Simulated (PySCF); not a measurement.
Work out the structure from these simulated measurements.

Formula: C4H6F3PSi.

| Property | Result |
| --- | --- |
| Rotational structure | rotational constants A, B, C: 2.026, 0.436, 0.396 GHz [GFN2-xTB] |
| 1H NMR | chemical shifts (computed TMS as zero) by class: 4.78 (1 H), 1.52 (2 H), 0.48 (3 H) ppm [GIAO PBE0/pcSseg-1] |
| UV, first state | lowest singlet excitation: 5.89 eV (210 nm, f = 0.001) [TDDFT wB97X-D/def2-SVPD] |
| Polarisability | 104.3 au [wB97X-D/def2-SVPD] |
| UV, strongest line | among the 8 lowest singlet transitions: S5 at 6.92 eV (179 nm, f = 0.299) [TDDFT wB97X-D/def2-SVPD] |
| Dipole | 2.77 D [wB97X-D/def2-SVPD] |
| 13C NMR | chemical shifts (computed TMS as zero) by class: 122.9 (1 C), 101.2 (1 C), 101.0 (1 C), -2.4 (1 C) ppm [GIAO PBE0/pcSseg-1] |
| NMR, other nuclei | isotropic shieldings of nuclei other than C and H, by class: 234 (3 F), 390 (1 Si), 595 (1 P) ppm [GIAO PBE0/pcSseg-1] |
| Triplet | lowest triplet excitation (Tamm–Dancoff): 4.90 eV [TDA wB97X-D/def2-SVPD] |

The electronic properties come from PySCF, for the isolated species, density fitting. Levels stand in brackets. One conformer (not necessarily the lowest) at the GFN2-xTB geometry, without solvent, vibrations or thermal averaging. Each NMR value is the plain mean over a class of atoms that symmetry, rotation or inversion makes alike.

Task: What is the compound? Reason from the data.

Result: Numbering: `[CH3:1][Si@@H:2]([PH2:3])[C:4]#[C:5][C:6]([F:7])([F:8])[F:9]`. 4 carbons fall into 4 classes; from least to most shielded: CF3 carbon [C6] (122.9 ppm), alkyne carbon [C4] (101.2 ppm), alkyne carbon [C5] (101.0 ppm), Si-methyl carbon [C1] (-2.4 ppm). Hydrogen classes from least to most shielded: 1 H on an SiH silicon, Si2 (4.78 ppm), 2 H on a three-coordinate phosphorus, P3 (1.52 ppm), 3 H on an Si-methyl carbon, C1 (0.48 ppm). The other shieldings belong to: 234 ppm, fluorine of a CF3 group [F7/F8/F9]; 390 ppm, SiH silicon [Si2]; 595 ppm, three-coordinate phosphorus [P3]. The optimised geometry has point group C1 and is an asymmetric top. Structure: `C[Si@@H](P)C#CC(F)(F)F`. Computed isomers that give other values at the same levels: `FC(F)(F)CP=C=C[SiH3]` (13C chemical shifts (computed TMS as zero) by class: 271.4 (1 C), 136.1 (1 C), 102.0 (1 C), 34.8 (1 C) ppm). The assignments are read from this structure; whether some other isomer fits the data as well wasn't checked. The mirror image fits equally.

The values belong to the conformer `[CH3:1][Si@@H:2]([PH2:3])[C:4]#[C:5][C:6]([F:7])([F:8])[F:9]`: H–P3–Si2–C1 166°, H–P3–Si2–C1 73°.
